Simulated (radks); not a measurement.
The numbers below are computed, except where a source is named.
Trend from Sc3+ to Zn3+: ionisation energy by Delta-SCF between NIST ground configurations, and size. Code: a radial shooting solver on a logarithmic mesh with Libxc functionals. Model: Dirac Kohn-Sham, PBEsol, spin-unpolarised, spherical densities, finite nucleus; open shells fill j = l - 1/2 first; Fermi nuclear charge, rms radius of each element as measured or else 0.836 A^(1/3) + 0.57 fm.

| species | configuration | IE (eV) | NIST (eV) | kind | outermost | <r> outermost (bohr) |
|---|---|---|---|---|---|---|
| Sc3+ | [Ar] | 73.604 | 73.489 | exp. | 3p3/2 | 1.13 |
| Ti3+ | [Ar] 3d1 | 43.281 | 43.267 | exp. | 3d3/2 | 1.26 |
| V3+ | [Ar] 3d2 | 45.872 | 46.709 | exp. | 3d3/2 | 1.18 |
| Cr3+ | [Ar] 3d3 | 48.364 | 49.16 | semi-emp. | 3d3/2 | 1.10 |
| Mn3+ | [Ar] 3d4 | 50.771 | 51.2 | semi-emp. | 3d3/2 | 1.04 |
| Fe3+ | [Ar] 3d5 | 52.926 | 54.91 | exp. | 3d5/2 | 0.990 |
| Co3+ | [Ar] 3d6 | 55.176 | 51.3 | semi-emp. | 3d5/2 | 0.941 |
| Ni3+ | [Ar] 3d7 | 57.367 | 54.9 | semi-emp. | 3d5/2 | 0.897 |
| Cu3+ | [Ar] 3d8 | 59.505 | 57.38 | semi-emp. | 3d5/2 | 0.858 |
| Zn3+ | [Ar] 3d9 | 61.595 | 59.57 | exp. | 3d5/2 | 0.822 |

Reference values: NIST Atomic Spectra Database (exp. = measured, semi-emp. = semi-empirical, theory = theoretical value adopted there). Spin polarisation and multiplet splitting are left out, so open shells lie too high by an amount that depends on their filling.

Beside tabulated values, note that spin-unpolarised runs miss the spin-polarisation part of the exchange energy of open shells.
